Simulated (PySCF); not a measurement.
Compound: Ta(NH)(CH2SiH3)3, C₃H₁₆NSi₃Ta (singlet state).
Structure used (PBE0-D3(BJ)/def2-SVP), in Å, numbered top down from 1:
```xyz
24
C3H16NSi3Ta angstrom
Ta    -0.0013   -0.0192   -0.1199
N     -0.0177   -0.0177    1.6418
H     -0.0319   -0.0176    2.6546
C      2.0430   -0.3737   -0.6970
Si     3.3104    0.6945    0.1824
H      2.2798   -1.4347   -0.4869
H      2.1099   -0.2271   -1.7946
H      2.8596    2.1241    0.2094
H      3.4863    0.2318    1.5908
H      4.6463    0.6710   -0.4975
C     -0.7029    1.9256   -0.7167
Si    -2.2138    2.5399    0.2095
H      0.1231    2.6441   -0.5491
H     -0.9014    1.8919   -1.8075
H     -3.2502    1.4601    0.2932
H     -1.8362    2.9407    1.5973
H     -2.8601    3.7124   -0.4654
C     -1.3313   -1.6015   -0.7234
Si    -1.1346   -3.1921    0.2511
H     -2.3694   -1.2371   -0.5985
H     -1.1667   -1.7849   -1.8048
H      0.3171   -3.5379    0.3925
H     -1.7181   -3.0343    1.6162
H     -1.7977   -4.3589   -0.4176
```

Theory: PBE0-D3(BJ)/def2-SVP geometry optimisation, gas phase, def2 core potentials past Kr (PySCF 2.14.0).

Task: Which atoms are bound to Ta1, and at what distances?

Result: 4 atoms: N2 1.762 Å, C11 2.152 Å, C18 2.153 Å, C4 2.154 Å. The nearest atom not counted as bound is H13, at 2.70 Å (others tie with it).

Task: List the angles at Ta1.

Result: 
| angle | degrees | distance of the outer atoms (Å) |
| --- | --- | --- |
| C4–Ta1–C18 | 113.0 | 3.59 |
| C11–Ta1–C18 | 112.6 | 3.58 |
| C4–Ta1–C11 | 112.6 | 3.58 |
| N2–Ta1–C4 | 106.1 | 3.14 |
| N2–Ta1–C18 | 106.0 | 3.13 |
| N2–Ta1–C11 | 105.9 | 3.13 |

Task: What is the shape at Ta1?

Result: Distorted tetrahedral: angles from 105.9° to 113.0°; τ4 = (360° − α − β)/141° = 0.95 with α and β the two widest (0 for a square, 1 for a tetrahedron).

Task: What are the other bond lengths?

Result: N2–H3 1.013 Å; C4–Si5, C11–Si12, C18–Si19 1.876 Å; C4–H6 and 5 like bonds 1.108 Å; Si5–H8 and 8 like bonds 1.497 Å.

Task: Give some angles away from the centre.

Result: Ta1–C4–Si5 115.0°, Ta1–C18–Si19 114.4°.

Point group: near C3, missed by 0.19 Å at most; the miss may be what the optimiser left on a soft mode. Charge 0, singlet. Stationary, but not proved a minimum.
